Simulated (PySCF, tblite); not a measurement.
Compound: C₃H₈B₂F₂.
Geometry (PBE0-D3(BJ)/def2-SVP, Å), atoms numbered from 1 in this order:
```
atom  x, y, z in Å
C1    -0.8253    1.4541    0.6305
B2    -0.4381    0.0425    0.0591
C3    -0.9590   -1.2847    0.7140
C4     0.5084   -0.0341   -1.2092
B5     1.9436   -0.2266   -0.6499
F6     2.7608    0.7941   -0.4337
F7     2.4060   -1.4189   -0.3040
H8    -1.2658    2.0879   -0.1582
H9     0.1003    1.9793    0.9321
H10   -1.5049    1.4358    1.4947
H11   -0.3685   -2.1821    0.4770
H12   -1.1053   -1.2108    1.8027
H13   -1.9694   -1.4451    0.2869
H14    0.2578   -0.9251   -1.8067
H15    0.4677    0.8833   -1.8135
```

Jobs on this species (15 atoms, 54 electrons) with PySCF (density fitting) and tblite. Hardware of each: one thread, Arm Neoverse V1 (aarch64), no GPU (shared host). Other jobs ran on the host; a repeat could differ by tens of per cent or more.

```csv
level and settings,work,basis functions,SCF cycles,wall time
KT3/pcSseg-2,shieldings,364,?,?
GFN2-xTB,L-BFGS relaxation,–,–,0.56 s
"PBE0-D3(BJ)/def2-SVP, grid level 1",geometry optimisation from a GFN2-xTB start shaken at random,138,66,78 s
PBE0/pcSseg-1,"shieldings, charges and field gradients",159,12,16 s
CAM-B3LYP/def2-SVPD,"10 singlets by full TDDFT, 4 Tamm–Dancoff triplets, polarisability, ΔSCF ions",210,12,2.4 min
"delta-SCF UKS SCAN, pcX-2 on the ionised atom, pcseg-1 elsewhere, spin-free X2C","ΔSCF core ionisation, 5 holes",169,84,47 s
B3LYP/pcJ-1,"spin–spin couplings from 15 perturbed nuclei, spin–dipole term for 4 of them",269,12,64 s
```

Problem. Fill in the missing figures.

Solution. 
- KT3/pcSseg-2; shieldings: 87 s, 14 SCF cycles

Problem. What do all jobs in the table cost together?

Solution. About 7.3 min; the longest takes about 33 % of that, and about 260 times as long as the shortest.
